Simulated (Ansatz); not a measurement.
Reaction (formal hydrolysis of the Hf–Cl bond): `C#[C][Hf]([OH])([OH])[Cl]` + H₂O → `C#[C][Hf]([OH])([OH])[OH]` + HCl

Isolated molecules relaxed with PBE0-D4/def2-TZVP in Ansatz; ΔE leaves out vibrations. CBS: MP2 limit from def2 TZ/QZ plus the TZ coupled-cluster correction, frozen cores. This one scheme is used for every species. DFT in def2-TZVPP. def2 core potentials past Kr. For Hf outer-core shells are correlated without core-valence functions, which leaves a few kJ/mol of doubt a bond. Each species was taken in one conformer, which may not be the lowest.

```tsv
level	ΔE (kJ/mol)
r2SCAN-D4	38.7
B97M-V	40.5
BHLYP	36.4
CAM-B3LYP	28.8
```

**Question.** What does CCSD(T)/CBS give? (Best estimate.)

**Answer.** Ansatz gave: +39.1 kJ/mol. The listed levels differ from it by -0.4, 1.4, -2.7, -10.3 kJ/mol.

Largest T1 diagnostic among the species: 0.016.

At CCSD(T), def2-SVP lies −13.5 kJ/mol from the extrapolated value and def2-TZVPP −3.6 kJ/mol. Leaving LDA and LC-ωPBE aside and taking each functional with its dispersion term where it has one, the values, not all of them listed here, spread over 11.3 kJ/mol, from CAM-B3LYP-D4 to HSE06-D4. LDA lies −4.0 kJ/mol from PBE without D4.

CCSD(T)/CBS has its own doubt, a few kJ/mol and more with outer-core shells, so smaller differences from it don't rank the levels.
